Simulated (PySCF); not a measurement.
Computed properties of AlFH₂O₂, SMILES [OH][Al]([OH])[F]

AlFH₂O₂, SMILES [F][Al]([OH])[OH]. Geometry optimised at TPSSh-D3(BJ)/def2-SVP. Other conformers were not sampled. All values are computed for the isolated molecule unless a solvent is named; none is compared with measurement here.

**Structure.** The optimised structure has Cs symmetry. All 12 harmonic modes at TPSSh-D3(BJ)/def2-SVP (PySCF) are real, so it is a minimum. With heavy atoms numbered as in [Al:1]([F:2])([OH:3])[OH:5], the shortest bond between them is Al1–F2 at 1.662 Å and the longest Al1–O5 at 1.697 Å.

**Vibrations.** The strongest infrared lines (harmonic, unscaled, degenerate partners summed) lie at 324 cm⁻¹ (309 km/mol, H 77 %, O 16 %), 591 cm⁻¹ (223 km/mol, H 72 %, O 23 %), 972 cm⁻¹ (145 km/mol, Al 50 %, O 37 %). The softest mode is at 223 cm⁻¹ and the zero-point energy is 18.6 kcal/mol.

**Electronic structure.** HF/def2-TZVPD (PySCF) places the frontier levels at -13.78 and 0.79 eV, a gap of 14.57 eV, and gives a dipole moment of 2.01 D and a mean polarisability of 25.9 bohr³.

**Excitations.** TDA-ωB97X/def2-SVPD (PySCF) has S1 at 7.36 eV (168 nm, f = 0.000, dark); the most intense of the 10 singlets computed lies at 9.67 eV (f = 0.17). T1 (TDA) is at 7.11 eV, 0.25 eV under S1. No vertical singlet excitation falls in the visible range (under 3.1 eV).

**NMR.** GIAO shifts at KT2/pcSseg-2 (PySCF) (non-relativistic, atoms alike by connectivity averaged): ¹H at 1.5 ppm against TMS; ¹⁹F at -246.8 ppm against CFCl3.
